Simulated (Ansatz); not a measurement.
Frontier orbitals of C₄H₁₂GeS₄, SMILES `C[S][Ge]([S]C)([S]C)[S]C`.

```xyz
21

C     2.293    1.431   -1.422
S     1.625    1.478    0.265
Ge    0.000    0.000    0.000
S    -1.418    0.589   -1.594
C    -1.930    2.188   -0.904
S    -0.967   -0.096    1.988
C    -2.243   -1.325    1.595
S     0.759   -1.971   -0.659
C     1.879   -2.294    0.731
H     3.128    2.132   -1.443
H     2.653    0.432   -1.670
H     1.541    1.741   -2.147
H    -2.651    2.609   -1.604
H    -2.402    2.058    0.069
H    -1.079    2.862   -0.812
H    -2.815   -1.479    2.509
H    -1.792   -2.268    1.286
H    -2.905   -0.960    0.810
H     1.330   -2.333    1.672
H     2.655   -1.531    0.790
H     2.338   -3.264    0.539
```

The species carries charge 0 and has multiplicity 1. Correlated methods include outer-core shells of Ge, which these sets cover unevenly. Scalar relativity is left out up to krypton. The geometry is a stationary point of PBE0-D4/def2-TZVP. It is one conformer, not always the lowest. Basis def2-TZVPP, Ansatz.

```tsv
functional	HOMO (eV)	LUMO (eV)	gap (eV)
PBE	-5.63	-1.67	3.96
BLYP	-5.46	-1.57	3.89
B97M-V	-6.00	-1.39	4.61
PBE0	-6.84	-0.77	6.07
ωB97X-V	-9.20	1.29	10.49
ωB97M-V	-9.02	1.10	10.12
```

A quarter of exact exchange (PBE0) shifts PBE's HOMO by −1.21 eV and its LUMO by +0.90 eV; full exchange at long range (ωB97M-V) shifts them by −3.39 and +2.77 eV. The gap opens from 3.96 to 10.13 eV, since occupied levels lose self-interaction and empty ones feel all the electrons. A positive LUMO is unbound and depends on the basis.
